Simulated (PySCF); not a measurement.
Gas-phase equilibrium of 1 mol H2O, 49 mol O2 at 1200 K and 0.00133 bar, among 9 species (O2, O, HO2, H2O, H, H2O2, O3, H2, OH). Only gases are allowed; each row takes one source of thermochemistry for all species, and Cantera finds the minimum.

Method: PySCF energies plus ideal-gas RRHO corrections (1 bar). Table values come from the NASA 1993 polynomials. † marks an energy on the PBE0/def2-TZVP geometry and frequencies. MP2 and CCSD(T) freeze the core. Open shells (unrestricted) among the columns below: O2 (multiplicity 3), O (multiplicity 3, electronic degeneracy 9), OH (multiplicity 2, electronic degeneracy 4); the rest are closed-shell singlets. Spin-orbit splitting is ignored; it lowers the true energy and changes the entropy of O, OH. MP2 isn't extrapolated to the basis-set limit. CCSD(T) isn't extrapolated to the basis-set limit. The harmonic model lacks anharmonicity and excited electronic states, which grow with temperature; levels with a mode under 35 cm⁻¹ are left out. The table's entry may be an old estimate for OH (not checked at source).

Molecules larger than those listed are left out.

With table thermochemistry: O2 0.98, H2O 0.020, OH 1.0e-5, O 6.8e-7, H2 7.0e-9.

Question: How far does the composition move with the other sources (CCSD(T)/def2-SVP†, MP2/def2-TZVPP†, PBE0/def2-SVP†, r2SCAN/def2-TZVP†, LDA/def2-TZVP†, ωB97X-V/def2-TZVP†)?

Answer: 
| thermochemistry | x O2 | x H2O | x OH | x O | x H2 |
|---|---|---|---|---|---|
| table | 0.98 | 0.020 | 1.0e-5 | 6.8e-7 | 7.0e-9 |
| CCSD(T)/def2-SVP† | 0.98 | 0.020 | 3.5e-5 | 9.6e-6 | 2.1e-7 |
| MP2/def2-TZVPP† | 0.98 | 0.020 | 3.5e-6 | 2.8e-7 | 4.7e-9 |
| PBE0/def2-SVP† | 0.98 | 0.020 | 1.1e-5 | 1.9e-7 | 2.7e-7 |
| r2SCAN/def2-TZVP† | 0.98 | 0.020 | 1.7e-5 | 1.1e-7 | 2.5e-7 |
| LDA/def2-TZVP† | 0.98 | 0.020 | 4.9e-8 | 8.4e-12 | 9.1e-9 |
| ωB97X-V/def2-TZVP† | 0.98 | 0.020 | 1.3e-5 | 2.1e-7 | 1.2e-7 |
The most sensitive of these is O: it spans a factor of 10^6.1 over these rows; at this temperature one factor of ten is RT ln 10 = 23 kJ/mol.
